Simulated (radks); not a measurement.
Q: Radial electron density D(r) = 4 pi r^2 rho(r) of an atom or ion with 60 electrons. Calculated with a radial shooting solver on a logarithmic mesh with Libxc functionals: Dirac Kohn-Sham, relativistic LDA (MacDonald-Vosko exchange, VWN5 correlation), spin-unpolarised, spherical densities, finite nucleus; Fermi nuclear charge, rms radius of each element as measured or else 0.836 A^(1/3) + 0.57 fm.

r (bohr),D(r) (e/bohr)
0.002666,19.99
0.003055,24.16
0.003528,29.28
0.004042,34.81
0.00463,40.98
0.005305,47.73
0.006127,55.32
0.007019,62.68
0.008042,69.88
0.009213,76.52
0.01064,82.42
0.01219,86.43
0.01397,88.57
0.016,88.66
0.01833,86.91
0.02117,83.72
0.02426,80.55
0.02779,78.62
0.03184,79.28
0.03677,83.77
0.04212,91.42
0.04826,100.9
0.05529,109.7
0.06386,114.7
0.07316,113.4
0.08382,106.4
0.09603,96.64
0.1109,88.64
0.1271,87.42
0.1456,92.65
0.1668,99.81
0.1926,101.7
0.2207,93.10
0.2528,75.84
0.2896,57.29
0.3318,45.67
0.3832,44.27
0.4391,48.92
0.503,51.85
0.5763,48.42
0.6656,38.76
0.7625,28.25
0.8736,20.00
1.001,14.94
1.156,11.79
1.324,9.373
1.517,6.809
1.738,4.291
2.007,2.176
2.3,0.9335
2.635,0.3201
3.019,0.08539
3.486,0.01549
3.994,0.002222
4.576,0.0002220

What is the nuclear charge?

A: Z = 65. The innermost maximum, from 1s, lies near gamma/Z bohr with gamma = sqrt(1 - (Z/c)^2) = 0.880, here 0.0135 bohr (found: 0.0150), and its height grows with Z. The density is that of the terbium ion Tb5+ in [Kr] 4d10 4f(5/2: 6, 7/2: 1) 5s2 5p(1/2: 1, 3/2: 4); the configuration itself is not fixed sharply by these data, and Z only to a few units. D(r) has 4 maxima, at r = 0.0150, 0.0665, 0.185, 0.503 bohr, and minima at 0.0289, 0.121, 0.362 bohr, inside which lie 2.01, 11.15, 29.40 electrons.
